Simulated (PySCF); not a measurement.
Compound: C5H5F3.
SMILES: `C(F)(F)([C@]12C[C@H]1C2)F`

Computed with PySCF at CAM-B3LYP/def2-SVPD, non-relativistic, on one gas-phase PBE0-D3(BJ)/def2-SVP geometry that isn't relaxed in the solvent. The solvent is an IEF-PCM continuum (Bondi radii, 1.10 Å for H, scaled by 1.2), and excitations are vertical TDDFT with non-equilibrium linear response and a frozen core. Specific hydrogen bonds and non-electrostatic terms are outside this model.

Gas-phase singlets (H = HOMO, L = LUMO):

```tsv
state	E (eV)	λ (nm)	f	leading configuration
S1	7.712	161	0.015	H→L 92%
S2	8.025	154	0.069	H→L+1 94%
S3	8.249	150	0.002	H→L+2 95%
S4	8.378	148	0.121	H→L+4 65%
S5	8.669	143	0.020	H→L+3 57%
```

**Question.** How does the list change in benzene (ε = 2.271)?

**Answer.** 
| state | E (eV) | λ (nm) | f | leading configuration | change by rank (eV) |
| --- | --- | --- | --- | --- | --- |
| S1 | 7.697 | 161 | 0.020 | H→L 89% | -0.015 |
| S2 | 7.995 | 155 | 0.099 | H→L+1 94% | -0.030 |
| S3 | 8.214 | 151 | 0.003 | H→L+2 94% | -0.035 |
| S4 | 8.282 | 150 | 0.147 | H→L+4 60% | -0.096 |
| S5 | 8.574 | 145 | 0.031 | H→L+3 50% | -0.095 |

**Question.** Give the list for chloroform (ε = 4.711), n² = 2.09.

**Answer.** 
| state | E (eV) | λ (nm) | f | leading configuration | change by rank (eV) |
| --- | --- | --- | --- | --- | --- |
| S1 | 7.697 | 161 | 0.018 | H→L 86% | -0.015 |
| S2 | 7.991 | 155 | 0.104 | H→L+1 93% | -0.034 |
| S3 | 8.205 | 151 | 0.002 | H→L+2 93% | -0.044 |
| S4 | 8.268 | 150 | 0.132 | H→L+4 54% | -0.110 |
| S5 | 8.530 | 145 | 0.036 | H→L+3 43% | -0.139 |

**Question.** The ground-state energy changes by -0.089 eV from gas to chloroform. By how much does the total energy of gas-phase S3 change?

**Answer.** E(S3) = E(S0) + excitation energy, so it changes by -0.089 − 0.044 = -0.133 eV: it is lowered more than the ground state, which is what a red shift means. This is the vertical state, with the slow part of the continuum still set for S0.

**Question.** How do the frontier levels move from gas to chloroform?

**Answer.** 
```tsv
orbital	gas (eV)	solvent (eV)	change (eV)
LUMO+2	1.88	2.06	+0.18
LUMO+1	1.82	2.01	+0.19
LUMO	1.37	1.49	+0.12
HOMO	-9.27	-9.05	+0.22
HOMO-1	-11.11	-10.89	+0.22
HOMO-2	-11.41	-11.22	+0.19
HOMO-3	-12.44	-12.17	+0.27
```

The HOMO–LUMO gap goes from 10.63 to 10.54 eV. Rows go by rank; for LUMO, LUMO+1 and LUMO+2 the atom shares or the degeneracy differ between the runs, so the row needn't follow one orbital.

The values belong to the conformer `[F:1][C:2]([F:3])([F:4])[C@:5]12[CH2:6][C@H:7]1[CH2:8]2`: F1–C2–C5–C6 20°.
